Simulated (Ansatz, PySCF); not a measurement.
Species: methylhydroxycarbene, C2H4O, charge 0, multiplicity 1. SMILES: [C](O)C
Geometry from a B3LYP-D3(BJ)/def2-TZVP (Ansatz, a quantum-chemistry and plane-wave program) optimisation:
```xyz
7

C      1.0833    -0.3696     0.0143
C     -0.1145     0.2918    -0.5715
O     -1.1364     0.2785     0.2315
H      1.3952    -1.1729    -0.6596
H      1.9063     0.3509     0.0163
H      0.9397    -0.7737     1.0339
H     -0.9626    -0.1653     1.1007
```

Property: atomisation energy (electronic, to ground-state atoms), in eV. Correlated levels leave the core frozen unless marked. UHF or UKS for open shells. No spin-orbit coupling. Non-relativistic. The coupled-cluster limit lacks core correlation, which all-electron functionals hold. Basis-set limits of correlation are two-point, X^-3; Hartree-Fock from the larger set. [CCSD(T)-MP2]/basis is that difference in the basis named.

```json
[
 {"level": "HF/6-31G*", "program": "Ansatz", "atomisation energy (eV)": "18.66"},
 {"level": "HF/cc-pVTZ", "program": "Ansatz", "atomisation energy (eV)": "18.95"},
 {"level": "TPSS/def2-TZVPD", "program": "PySCF", "atomisation energy (eV)": "27.07"},
 {"level": "PBE0/6-31G*", "program": "Ansatz", "atomisation energy (eV)": "26.83"},
 {"level": "PBE0-D3(BJ)/def2-TZVP", "program": "Ansatz + dftd3", "atomisation energy (eV)": "27.05"},
 {"level": "PBE0-D4/def2-TZVP", "program": "Ansatz + dftd4", "atomisation energy (eV)": "27.04"},
 {"level": "BHLYP-D4/def2-TZVPD", "program": "Ansatz + dftd4", "atomisation energy (eV)": "25.92"}
]
```

Problem. Estimate the value at RI-MP2/CBS(aug-cc-pVTZ,aug-cc-pVQZ)+[CCSD(T)-MP2]/aug-cc-pVTZ as computed with Ansatz.

Solution. 27.00 eV
